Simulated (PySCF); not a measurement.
An element was calculated at r2SCAN (PySCF 2.14, non-relativistic, a triple-zeta basis, no spin-orbit coupling), in the ground configurations that NIST lists.

```
electron affinity        : 1.300 eV
first ionisation energy  : 7.657 eV
second ionisation energy : 18.095 eV
third ionisation energy  : 35.715 eV
```

Question: Which element is it?

Answer: Nickel (Ni, Z = 28), in aug-cc-pwCVTZ. NIST lists 7.640, 18.169, 35.187 ± 0.019 eV for these ionisation energies.
